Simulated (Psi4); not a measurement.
Pair of molecules, SMILES F with SMILES C=C (the first has 2 atoms); geometry from B3LYP-D3(BJ)/def2-TZVP, rigid monomers moved along the line of their centres of mass till H2···C4 is 2.02 Å.
(charge 0, multiplicity 1):
```xyz
8

F     -0.0440     0.3998    -0.2698
H     -0.0182     0.2834     0.6584
C      0.4007    -0.5022     2.4672
C     -0.3325     0.5946     2.6250
H     -0.0539    -1.4799     2.3616
H      1.4831    -0.4648     2.4470
H      0.1223     1.5711     2.7399
H     -1.4147     0.5559     2.6545
```

Computed with SAPT0/jun-cc-pV(D+d)Z (Psi4 1.11).

Question: Which attractive term is largest, and how does the interaction split up?

Answer: electrostatics -45.0, exchange 70.2, induction -27.2, dispersion -11.9, total -13.9 kJ/mol; the largest attraction is electrostatics.
